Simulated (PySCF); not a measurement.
Species: C6H6O2.
Cartesian coordinates in Å at the PBE0-D3(BJ)/def2-SVP level; atoms count from 1:
```
atom  x, y, z in Å
C1    -2.3328    0.0459    0.1506
C2    -1.2738   -0.3000    1.1640
O3    -1.5334   -0.6537    2.2943
C4     0.1268   -0.1906    0.7305
C5     1.2987   -0.4268    1.4029
C6     2.3464   -0.1512    0.4828
C7     1.7313    0.2307   -0.6782
O8     0.3985    0.2094   -0.5382
H9    -2.2185    1.0889   -0.1829
H10   -3.3205   -0.0968    0.6048
H11   -2.2322   -0.5861   -0.7451
H12    1.3702   -0.7582    2.4361
H13    3.4185   -0.2245    0.6523
H14    2.1090    0.5353   -1.6515
```

Linear response at B3LYP/def2-SVPD (PySCF, frozen core in the response, non-relativistic).

Static isotropic polarisability: 78.34 au (11.61 Å³), principal values 48.8, 79.0, 107.2 au.

(1) What is the polarisability at 1064 nm and at the sodium D line?

(2) What is the isotropic C6 coefficient between two such molecules, C6 = (3/π)∫α(iω)² dω?

(3) Which effective excitation energy ω̄ makes London's formula C6 = (3/4)α²ω̄ exact here?

(4) What three-body coefficient follows from the one-pole estimate C9 = (3/4)·α·C6?

(5) What n − 1 at the D line would an ideal gas of it have at 273.15 K and 1 atm (2.6868 × 10¹⁹ cm⁻³), by n − 1 = 2π·N·α′?

(6) The lowest 6 singlets have (eV, f): 3.87, 0.000; 4.93, 0.338; 5.83, 0.020; 6.45, 0.003; 6.62, 0.000; 6.81, 0.008. What share of the static polarisability do they carry in the sum over states α = Σ f/ω²?

(7) How many electrons N does the Slater–Kirkwood formula C6 = (3/4)·√N·α^(3/2) need to give this C6?

(8) What molar refraction at the D line follows from R = (4π/3)·N_A·α′, with α′ the polarisability volume?

(9) How anisotropic is the static polarisability, by Δα² = ½[(α1 − α2)² + (α2 − α3)² + (α3 − α1)²]?

Results:

(1) 79.48 au at 1064 nm (+1.5 %), 82.42 au at 589.3 nm (+5.2 %). The rise at 589.3 nm is 3.58 times that at 1064 nm; a pure ω² law gives 3.26. The lowest singlet lies at 321 nm, shorter than both wavelengths.

(2) 2350 au (Eh·bohr⁶) by a ten-point quadrature over imaginary frequencies, which is 1400 eV·Å⁶ or 135 J·nm⁶/mol.

(3) ω̄ = 4·C6/(3α²) = 0.511 Eh = 13.9 eV. A one-pole form α(ω) = α/(1 − ω²/ω̄²) fitted to the 1064 nm value gives 9.7 eV. London's choice of the ionisation energy (9.12 eV, ΔSCF at the same level) gives C6 = 1540 au, 34 % too low.

(4) 138000 au. This is an estimate from the two numbers above, not a computed integral.

(5) 20.62 × 10⁻⁴, a formal value whether or not that pressure can be reached.

(6) 10.91 au, 13.9 % of α; the largest term, 10.29 au, is that of the state at 4.93 eV. Their oscillator strengths add up to 0.37. Higher states carry the rest.

(7) N = (4·C6/3)²/α³ = 20.4; the species has 58 electrons in all.

(8) α′ = 12.21 Å³ gives R = 30.81 cm³/mol, for isolated, non-vibrating species.

(9) Δα = 50.6 au, or 0.65 of the isotropic value.

One conformer stands for the species.
